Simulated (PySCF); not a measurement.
Highest orbital energy against ionisation energy along the 5p block

Calculated with PySCF 2.14, no spin-orbit coupling. Each cell gives −ε(HOMO) / ΔSCF in eV; NIST values include spin-orbit coupling, (s) semi-empirical, (t) theoretical.

| species | UHF | LDA | PBE | PBE0 | r2SCAN | NIST (lowest levels) |
| --- | --- | --- | --- | --- | --- | --- |
| In²⁺ (x2c-TZVPPall, spin-free X2C) | 26.807 / 26.662 | 24.560 / 28.965 | 24.152 / 28.543 | 24.988 / 28.205 | 24.391 / 28.239 | 28.044 |
| Sn²⁺ (x2c-TZVPPall, spin-free X2C) | 28.792 / 28.541 | 26.527 / 31.177 | 26.085 / 30.697 | 26.995 / 30.358 | 26.250 / 30.319 | 30.506 |
| Sb²⁺ (x2c-TZVPPall, spin-free X2C) | 24.386 / 24.098 | 20.572 / 24.917 | 20.475 / 24.689 | 21.628 / 24.719 | 20.824 / 24.814 | 25.323 |
| Te²⁺ (x2c-TZVPPall, spin-free X2C) | 27.309 / 26.928 | 23.047 / 27.694 | 22.962 / 27.474 | 24.241 / 27.538 | 23.359 / 27.636 | 27.84 ± 0.04 |
| I²⁺ (x2c-TZVPPall, spin-free X2C) | 30.295 / 29.828 | 25.549 / 30.468 | 25.470 / 30.265 | 26.886 / 30.376 | 25.954 / 30.502 | 29.57 ± 0.025 |
| Xe²⁺ (x2c-TZVPPall, spin-free X2C) | 29.985 / 29.301 | 25.886 / 30.791 | 25.700 / 30.444 | 27.044 / 30.457 | 26.002 / 30.434 | 31.05 ± 0.04 (s) |

Q: How far is −ε(HOMO) from ΔSCF on average for each method, and why?

A: UHF 0.37 eV; LDA -4.65 eV; PBE -4.54 eV; PBE0 -3.31 eV; r2SCAN -4.19 eV. Hartree-Fock orbital energies lack relaxation and so exceed the ΔSCF value; semilocal functionals have convex E(N) from self-interaction, so their HOMO lies far too high; exact exchange moves hybrids part of the way back.
